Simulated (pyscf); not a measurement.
Single points on ωB97X-D3(BJ)/def2-SVP structures (PySCF, gas phase).

**Question.** What is the homolytic dissociation enthalpy (298 K, ωB97M-D3(BJ)/def2-TZVP) of the N–Si bond of `[NH2][SiH2][NH][SiH]([NH2])[F]`, to •HN–SiH₂–NH₂ + H₂N–SiH•–F?

**Answer.** N–Si to •HN–SiH₂–NH₂ + H₂N–SiH•–F: 511.9 kJ/mol. The 7 functionals that were run give +467.5 (PBE) to +515.1 kJ/mol (ωB97X-D3(BJ)). •HN–SiH₂–NH₂ lies 77.2 kJ/mol over its isomer H₂N–SiH•–NH₂, and others may lie lower still (electronic energy, ωB97M-D3(BJ)). Other isomers of H₂N–SiH•–F were not searched in full and may lie lower.
